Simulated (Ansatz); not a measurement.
Born–Oppenheimer molecular dynamics of C₅H₁₂Si (18 atoms, charge 0, multiplicity 1). It starts from a relaxed structure.

Theory: RHF/6-31G (Ansatz).

| Quantity | Value |
| --- | --- |
| ensemble | NVE (velocity Verlet) |
| time step | 2 fs |
| steps asked | 120 |
| starting velocities drawn for | 300 K |
| seed | 680590 |

First frame:

```xyz
18
Properties=species:S:1:pos:R:3
C 0.164 -2.168 -1.024
C 0.435 -1.073 -0.320
C 1.733 -0.923 0.441
Si -0.830 0.365 -0.250
C -0.071 1.976 -0.960
C -1.413 0.673 1.550
H 0.854 -2.994 -1.082
H -0.753 -2.290 -1.570
H 1.553 -0.776 1.502
H 2.297 -0.063 0.092
H 2.362 -1.800 0.330
H -2.007 -0.033 -1.085
H -0.802 2.778 -0.947
H 0.786 2.297 -0.377
H 0.253 1.832 -1.985
H -0.586 0.971 2.186
H -2.157 1.462 1.579
H -1.856 -0.223 1.972
```

Task: How far do the bonds stretch over the last three quarters of this one trajectory? (Pairs bonded in most of those frames.)

Result: 
| bond | mean (Å) | spread (Å) | shortest | longest |
| --- | --- | --- | --- | --- |
| C1–C2 | 1.331 | 0.005 | 1.32 | 1.34 |
| C1–H7 | 1.078 | 0.011 | 1.06 | 1.10 |
| C1–H8 | 1.076 | 0.017 | 1.05 | 1.10 |
| C2–C3 | 1.516 | 0.015 | 1.49 | 1.54 |
| C2–Si4 | 1.924 | 0.023 | 1.88 | 1.96 |
| C3–H9 | 1.087 | 0.012 | 1.07 | 1.11 |
| C3–H10 | 1.088 | 0.014 | 1.06 | 1.12 |
| C3–H11 | 1.086 | 0.014 | 1.06 | 1.11 |
| Si4–C5 | 1.925 | 0.040 | 1.85 | 2.00 |
| Si4–C6 | 1.926 | 0.041 | 1.85 | 1.98 |
| Si4–H12 | 1.500 | 0.024 | 1.46 | 1.54 |
| C5–H13 | 1.087 | 0.022 | 1.05 | 1.12 |
| C5–H14 | 1.087 | 0.018 | 1.06 | 1.12 |
| C5–H15 | 1.087 | 0.014 | 1.06 | 1.11 |
| C6–H16 | 1.086 | 0.015 | 1.06 | 1.11 |
| C6–H17 | 1.086 | 0.004 | 1.08 | 1.10 |
| C6–H18 | 1.087 | 0.019 | 1.06 | 1.11 |

Mean temperature of the second half: 142 K. The conserved energy stayed within 2.4 meV per atom of its start (net change 1.5 meV per atom), so there is no drift, though single steps change it by up to 36 meV in the whole system, a sign of fast motions only just resolved. The temperature averaged 0.47 of the 300 K drawn at the start: a run that starts near a minimum puts about half its kinetic energy into the potential. A step of 2 fs is long for free X–H stretches (periods near 10 fs) and can bias their spread and the temperature. A run of 0.24 ps of so small a system gives no equilibrium averages. Limits of this set-up: no polarisation functions.

The run took 6.5 min on 1 thread of Arm Neoverse V1, on a shared host, peak memory 0.19 GiB.
